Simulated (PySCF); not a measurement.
```xyz
3
charge -1 multiplicity 2, angstrom
Zr    0.0000    0.0000    0.0000
S     0.0000    0.0000    2.3185
S     0.0000    0.0000   -2.3185
```

All numbers come from UPBE0 in PySCF with Zr def2-SVPD with ECP28, S def2-SVPD; scalar-relativistic core potentials, no spin–orbit coupling; density-fitted integrals.

This geometry of ZrS₂⁻ is a stationary point at this level.

**Question.** What is the point group?

**Answer.** D∞h.

**Question.** Is it a minimum?

**Answer.** No: it has 2 imaginary modes (one degenerate set), at 128i cm⁻¹ (πu).

**Question.** List the harmonic modes with their infrared intensities.

**Answer.** 
```json
{"symmetry": "πu", "ω (cm⁻¹)": "128i", "IR (km/mol, summed over degenerate members)": "–", "type": "bend"}
{"symmetry": "σg+", "ω (cm⁻¹)": "423", "IR (km/mol, summed over degenerate members)": "0.0", "type": "stretch"}
{"symmetry": "σu+", "ω (cm⁻¹)": "467", "IR (km/mol, summed over degenerate members)": "351", "type": "stretch"}
```

**Question.** Give the atomic charges and bond orders.

**Answer.** 
| atom | Mulliken | Löwdin | polar tensor | spin (Mulliken) | Mayer order to Zr1 |
| --- | --- | --- | --- | --- | --- |
| Zr1 | 0.66 | 0.08 | 1.27 | 1.38 | – |
| S2,3 | -0.83 | -0.54 | -1.14 | -0.19 | 1.49 |

In D∞h the vibrations span πu + σg+ + σu+. The σg+ mode carries no infrared intensity, as symmetry demands. With a centre of inversion only u modes can be infrared active and only g modes Raman active.

Other isomers or separated fragments may lie lower. Other spin states or occupations of the open shell can lie lower. The lowest empty level of this anion is unbound, so it and the gap depend on the basis. At this level a doublet minimum of C2v symmetry lies 70 kJ/mol below this structure.
